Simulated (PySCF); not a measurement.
Coordinates in bohr (charge 0 multiplicity 1):
```
Te    1.4890   -2.5791    0.0000
Te   -2.9781    0.0000    0.0000
Te    1.4890    2.5791    0.0000
```

These are results of PySCF, PBE0, basis Te def2-TZVP with ECP28 (scalar-relativistic core potentials, no spin–orbit coupling, density fitting), not measurements.

This geometry of Te₃ is a stationary point at this level.

**Question.** What is the point group?

**Answer.** D3h.

**Question.** Is it a minimum?

**Answer.** Yes: all harmonic wavenumbers are real.

**Question.** Which band is strongest in the infrared?

**Answer.** 178 cm⁻¹ (e'), 0 km/mol.

**Question.** Give the ideal-gas entropy at 298.15 K and 1 bar by parts.

**Answer.** translation 183.3, rotation 113.6, vibration 27.2, spin 0.0; total 324.1 J/(mol K).

**Question.** What is the atomisation energy, with and without zero-point energy?

**Answer.** 494 kJ/mol without, 491 kJ/mol with.

Only a few start shapes were tried, so a lower isomer may exist.
